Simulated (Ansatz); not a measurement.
In10P10. Charge 0, multiplicity 1. Geometry PBE-D4/def2-SVP; atoms count from 1.

Cartesian coordinates in Å:
```
P 0.4228 3.9295 0.4502
P -4.1311 2.3563 0.2528
P -1.0148 1.0102 -3.0395
P -3.7512 -1.4669 -0.3636
P 3.0878 1.0531 3.2860
P 2.5232 0.5156 -1.2663
P 3.2392 -2.7233 1.7621
P -0.3961 -0.0135 1.2792
P -0.1878 -1.0712 -3.1119
P 1.9296 -1.2119 -2.4495
In -1.9840 3.4543 0.5620
In 1.2154 2.1038 2.1132
In 0.2377 1.5771 -0.8692
In -2.9667 0.2412 1.4469
In -3.1712 0.6954 -1.6225
In -1.1884 -1.8945 -0.5097
In 1.2769 -1.4183 3.6794
In 3.3008 -0.3107 1.1331
In 1.6821 -2.9166 -0.1614
In -0.1243 -3.9097 -2.5713
```

In the def2 sets In takes a core potential; there is no spin–orbit coupling. Single mean-field runs in def2-SVP are fitted with def2-universal-jkfit. The restricted singlet is unstable towards broken spin symmetry in Hartree–Fock (as tested in another run); at PBE0-D4/def2-SVP this wasn't settled.

Q: Estimate the Mulliken populations from the PBE0/def2-SVP orbitals of Ansatz.

A: 
```json
{"atom": "P1", "charge (e)": "-0.27"}
{"atom": "P2", "charge (e)": "-0.26"}
{"atom": "P3", "charge (e)": "-0.20"}
{"atom": "P4", "charge (e)": "-0.29"}
{"atom": "P5", "charge (e)": "-0.31"}
{"atom": "P6", "charge (e)": "-0.28"}
{"atom": "P7", "charge (e)": "-0.34"}
{"atom": "P8", "charge (e)": "-0.58"}
{"atom": "P9", "charge (e)": "-0.27"}
{"atom": "P10", "charge (e)": "-0.14"}
{"atom": "In11", "charge (e)": "0.29"}
{"atom": "In12", "charge (e)": "0.34"}
{"atom": "In13", "charge (e)": "0.37"}
{"atom": "In14", "charge (e)": "0.27"}
{"atom": "In15", "charge (e)": "0.31"}
{"atom": "In16", "charge (e)": "0.25"}
{"atom": "In17", "charge (e)": "0.26"}
{"atom": "In18", "charge (e)": "0.29"}
{"atom": "In19", "charge (e)": "0.23"}
{"atom": "In20", "charge (e)": "0.33"}
```
Mulliken values depend strongly on the basis.

Q: And the Mayer bond orders between heavy atoms (over 0.3)?

A: P1–In11 1.07 (2.46 Å); P1–In12 0.80 (2.59 Å); P1–In13 0.64 (2.70 Å); P2–In11 1.12 (2.43 Å); P2–In14 0.68 (2.69 Å); P2–In15 0.74 (2.68 Å); P3–P9 0.96 (2.24 Å); P3–In13 0.77 (2.57 Å); P3–In15 0.81 (2.60 Å); P4–In14 0.86 (2.61 Å); P4–In15 0.93 (2.57 Å); P4–In16 0.75 (2.60 Å); P5–In12 1.14 (2.45 Å); P5–In17 0.45 (3.09 Å); P5–In18 0.93 (2.56 Å); P6–P10 1.11 (2.18 Å); P6–In13 0.77 (2.55 Å); P6–In18 0.67 (2.65 Å); P7–In17 0.46 (3.04 Å); P7–In18 1.05 (2.49 Å); P7–In19 1.09 (2.48 Å); P8–In12 0.43 (2.79 Å); P8–In13 0.54 (2.75 Å); P8–In14 0.82 (2.59 Å); P8–In16 0.53 (2.71 Å); P9–P10 1.01 (2.22 Å); P9–In16 0.44 (2.91 Å); P9–In20 0.32 (2.89 Å); P10–In19 0.42 (2.86 Å).
